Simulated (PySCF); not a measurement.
# Zn: ionisation energy

Zn [Ar] 3d10 4s2 (1S) → Zn⁺ [Ar] 3d10 4s1 (2S), as a difference of total energies. Calculation: PySCF 2.14, in x2c-QZVPPall; scalar relativity by spin-free X2C-1e. Correlated levels: valence: [Ar] frozen; valence and next inner shell: [Ne] frozen. The calculations carry no spin-orbit coupling.

```csv
method,ionisation energy (eV)
UHF,7.777
LDA,9.904
PBE,9.590
PBE0,9.269
r2SCAN,9.407
MN15,9.460
revPBE,9.453
TPSS,9.367
MP2 (valence),9.192
SCS-MP2 (valence),9.206
MP2 (valence and next inner shell),9.254
SCS-MP2 (valence and next inner shell),9.244
```

How much does correlation contribute at MP2 (valence and next inner shell)?

9.254 − (7.777) = 1.477 eV, measured against UHF.

Errors of the correlated levels include the incompleteness of this basis and the frozen core.

For comparison: 9.394 eV (measured; NIST Atomic Spectra Database, ionization energies).
